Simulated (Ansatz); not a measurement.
Ca3⁻. Charge -1, multiplicity 2. Geometry r2SCAN/def2-TZVPD; atoms count from 1.

Cartesian coordinates in Å:
```
Ca -1.675 1.083 -0.762
Ca 0.931 0.617 1.820
Ca 0.744 -1.700 -1.058
```

The charge -1 doublet is spin-contaminated (final ⟨S²⟩ up to 0.88, 0.75 for a pure state). The geometry of the doublet was relaxed on an unsound state (⟨S²⟩ 1.37, where a pure state has 0.75). The structure comes from a short search, and lower isomers may exist.

(1) Estimate the Mulliken populations from the PBE0/def2-TZVPD orbitals of Ansatz.

(2) Where does the spin sit?

(3) And the Mayer bond orders between bonded heavy atoms (over 0.3)?

## Answers

(1) 
| atom | charge (e) | spin (α − β) |
| --- | --- | --- |
| Ca1 | -0.33 | 0.33 |
| Ca2 | -0.33 | 0.33 |
| Ca3 | -0.33 | 0.33 |
Mulliken values and Mayer orders depend strongly on the basis. With diffuse functions, as here, like atoms can get unlike values, and bond orders can come out too low or too high.

(2) Summed by element: Ca 1.00, of 1 unpaired in all. Largest on single atoms: Ca1 0.33, Ca2 0.33, Ca3 0.33.

(3) Ca1–Ca2 1.07 (3.70 Å); Ca1–Ca3 1.07 (3.70 Å); Ca2–Ca3 1.07 (3.70 Å).
